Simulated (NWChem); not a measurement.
# SiH$_{2}$Cl, doublet; SMILES [SiH2]Cl

```xyz
4

Si     0.0756    -1.0425     0.0000
Cl     0.0103     1.0389     0.0000
H     -0.6171    -1.5335     1.2252
H     -0.6171    -1.5335    -1.2252
```
Atoms are numbered in this order, from 1.

In the optimisation the excess spin sits in a' (Cs, its own frame). All runs use the structure optimised with B3LYP/6-31G* (spherical d), spin-unrestricted. No stability test was run on the SCF state.

Symmetry labels are those of Cs in the frame above (b1 and b2, or b-type labels, depend on it).

**Question.** List the 4 lowest vertical excitations from LRC-wPBEh/aug-cc-pVDZ, spin-unrestricted, TDA (NWChem).

**Answer.** 
```tsv
state	energy (eV)	oscillator strength	symmetry of the excitation	<S²>
state 1	4.46	0.021	a'	0.78
state 2	4.59	0.003	a"	0.79
state 3	5.46	0.036	a'	0.80
state 4	5.52	0.025	a'	0.80
```
